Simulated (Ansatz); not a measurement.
Input file for Ansatz (an electronic-structure program): U-wB97X-V/def2-TZVPP on AlBrFH (SMILES [F][AlH][Br]), a point of a bond scan (R = 2.471 Å).

Ansatz 0.2 input:
```yaml
crystal:
  periodic: [false, false, false]
  atoms:
    - {symbol: Al, position_ang: [0.14258516, -1.02185598, 0.68600121]}
    - {symbol: H, position_ang: [-0.74582044, -2.28637816, 0.87330814]}
    - {symbol: F, position_ang: [1.56773011, -0.90210632, 1.50144871]}
    - {symbol: Br, position_ang: [-0.49251832, 0.84671157, -0.80102293]}
basis:
  gaussian:
    orbitals: def2-TZVPP
hamiltonian:
  xc: {name: wB97X-V}
magnetization: {spin_polarized: true, initial_magnetization: 0}
```

The head of its log:

```
WARN ansatz: RAYON_NUM_THREADS=1 ignored (pool sized by the plan → 1); use --threads N
Functional definition: wB97X-V
integrals: 0.08 GiB planned
916 factors; their error is unknown
integrals: 0.11 GiB planned
161 factors; integrals over basis functions are off by at most 5.9e-5 eV
mean field: 0.98 GiB planned
mean field evaluation 1: about -79370.1046 eV, gradient 2.7e1 eV
mean field evaluation 2: about -79369.6073 eV, gradient 3.4e1 eV
```

Problem. What total energy does the run end on?

Solution. -2916.8999 hartree.
